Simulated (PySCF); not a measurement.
Frontier orbitals and the lowest excitations

Species: C3H9ClOSi.
Numbering: `[CH3:1][CH2:2][C@@H:3]([Cl:4])[SiH2:5][OH:6]` (hydrogens: H7, H8, H9 on C1; H10, H11 on C2; H12 on C3; H13, H14 on Si5; H15 on O6)

Geometry (GFN2-xTB, Å), atoms numbered from 1 in this order:
```xyz
15
C3H9ClOSi angstrom
C      2.297    0.011    0.157
C      0.886    0.554    0.353
C     -0.188   -0.322   -0.263
Cl    -0.229   -1.914    0.584
Si    -1.961    0.400   -0.145
O     -3.028   -0.649   -0.761
H      2.397   -0.967    0.621
H      2.526   -0.086   -0.902
H      3.025    0.681    0.607
H      0.684    0.674    1.419
H      0.805    1.539   -0.114
H      0.083   -0.566   -1.292
H     -2.218    0.674    1.267
H     -2.085    1.555   -1.021
H     -2.998   -1.576   -0.535
```

Computed with TDDFT B3LYP/def2-SVPD, vertical, gas phase, core orbitals frozen in the response (PySCF 2.14.0, density-fitted response routines).

Kohn–Sham orbitals with the atoms that hold most of them (Löwdin shares over 4%, at most four atoms; ? is withheld):

```json
{"orbital": "HOMO-3", "ε (eV)": "-9.36", "atoms": "Cl4 32%, O6 28%, C3 10%, Si5 7%"}
{"orbital": "HOMO-2", "ε (eV)": "-8.78", "atoms": "O6 40%, Si5 21%, H13 16%, H14 9%"}
{"orbital": "HOMO-1", "ε (eV)": "-8.40", "atoms": "?"}
{"orbital": "HOMO", "ε (eV)": "?", "atoms": "Cl4 40%, C3 22%, Si5 13%, O6 7%"}
{"orbital": "LUMO", "ε (eV)": "-0.24", "atoms": "?"}
{"orbital": "LUMO+1", "ε (eV)": "0.17", "atoms": "Cl4 25%, Si5 19%, C3 14%, O6 10%"}
{"orbital": "LUMO+2", "ε (eV)": "0.41", "atoms": "Cl4 16%, H11 12%, Si5 11%, C2 11%"}
```

**Question.** Give the leading atoms of the HOMO-1.

**Answer.** Cl4 (bonded to C) 74%; C3 (bonded to C, Cl, Si and H) 11%; C2 (bonded to 2 C and 2 H) 7%. By element: chlorine 74%, carbon 18% or more.

**Question.** Give the leading atoms of the LUMO.

**Answer.** Cl4 (bonded to C) 29%; Si5 (bonded to C, O and 2 H) 18%; O6 (bonded to Si and H) 13%; C3 (bonded to C, Cl, Si and H) 12%.

**Question.** What is the HOMO energy, and the HOMO–LUMO gap?

**Answer.** ε(HOMO) = -7.72 eV; the gap is 7.48 eV (0.2750 hartree).

**Question.** The HOMO–LUMO gap is 7.48 eV. Where does the response calculation put the lowest singlet, and from which orbitals?

**Answer.** S1 is at 6.44 eV (f = 0.021), 1.04 eV below the gap, made of HOMO→LUMO (89%). 

**Question.** One configuration dominates each of S1, S2, S3, S5 and S6. Which, and how do the shares of the two leading atoms of either orbital change from the occupied to the empty one?

**Answer.** 
- S1 (6.44 eV, f 0.021), HOMO→LUMO (89%): Cl4 40% → 29%, C3 22% → 12%, Si5 13% → 18%
- S2 (6.83 eV, f 0.0020), HOMO→LUMO+1 (85%): Cl4 40% → 25%, C3 22% → 14%, Si5 13% → 19%
- S3 (7.07 eV, f 0.0076), HOMO-1→LUMO (83%): Cl4 74% → 29%, C3 11% → 12%, Si5 at most 4% → 18%
- S5 (7.51 eV, f 0.010), HOMO-2→LUMO (85%): O6 40% → 13%, Si5 21% → 18%, Cl4 at most 9% → 29%
- S6 (7.56 eV, f 0.0073), HOMO-1→LUMO+1 (79%): Cl4 74% → 25%, C3 11% → 14%, Si5 at most 4% → 19%

The run took 41 s wall (grids of density and orbitals included) on an Arm Neoverse V1 with one thread, no GPU, on a shared host, and the process peaked at 0.84 GiB of memory.

One conformer stands for the species.
